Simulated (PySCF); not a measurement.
From one molecule to another.

First species: Methylboronic acid, CH₅BO₂.
SMILES with atom numbers: `[CH3:1][B:2]([OH:3])[OH:4]` (hydrogens: H5, H6, H7 on C1; H8 on O3; H9 on O4)

Structure used (PBE0-D3(BJ)/def2-SVP), in Å, numbered top down from 1:
```xyz
9
CH5BO2 angstrom
C      0.8562   -0.2539   -0.0003
B     -0.6880    0.1059   -0.0559
O     -1.6638   -0.8436   -0.0407
O     -1.1400    1.3900   -0.0844
H      1.0856   -1.2348   -0.4451
H      1.1851   -0.2966    1.0526
H      1.4913    0.4932   -0.5016
H     -1.3082   -1.7346   -0.0209
H     -0.4250    2.0300   -0.0992
```

Second species: As(OMe)3, C3H9AsO3.
SMILES: `CO[As](OC)OC`

Levels: CAM-B3LYP/def2-SVPD for HOMO energy, LUMO energy, HOMO–LUMO gap and static isotropic polarisability; TDDFT CAM-B3LYP/def2-SVPD for lowest singlet excitation; TDA CAM-B3LYP/def2-SVPD for lowest triplet excitation (Tamm–Dancoff). Geometries: PBE0-D3(BJ)/def2-SVP. Each species is one conformer at its optimised geometry, gas phase, non-relativistic unless stated. Electronic properties by PySCF.

Dipoles, sizes and rotational constants follow the conformer. The torsions of the flexible species, by atom-mapped SMILES:
- `[CH3:1][B:2]([OH:3])[OH:4]`: H–O3–B2–C1 -2°, H–O4–B2–C1 2°

(1) Which of the two has the higher HOMO energy, and by how much?

(2) Which has the higher LUMO energy?

(3) Which has the higher T1 energy?

(4) Which has the higher S1 energy?

(5) Which of the two has the higher HOMO–LUMO gap, and by how much?

(6) Which of the two has the higher static isotropic polarisability, and by how much?

## Answers

(1) The second: -8.64 eV against -10.54 eV, a difference of 1.90 eV.

(2) The second: 0.86 eV against 0.47 eV, a difference of 0.39 eV.

(3) The first: 7.70 eV against 5.11 eV, a difference of 2.59 eV.

(4) The first: 7.92 eV against 6.25 eV, a difference of 1.67 eV.

(5) The first: 11.01 eV against 9.50 eV, a difference of 1.51 eV.

(6) The second: 81.9 au against 35.9 au, a difference of 46.0 au.

On the first: The vertical singlet–triplet gap S1 − T1 is 0.22 eV (TDDFT singlet less Tamm–Dancoff triplet; S1: HOMO→LUMO, weight 0.95; T1: HOMO→LUMO, weight 0.92). The principal polarisabilities are 30.1, 38.0 and 39.6 au; their mean is the isotropic value.

On the second: No computed singlet falls in the visible range (750 to 380 nm, 1.65 to 3.26 eV); S1 lies 2.99 eV above its blue end. The vertical singlet–triplet gap S1 − T1 is 1.14 eV (TDDFT singlet less Tamm–Dancoff triplet). The calculation is non-relativistic and has no spin–orbit coupling, an omission that weighs most on arsenic.
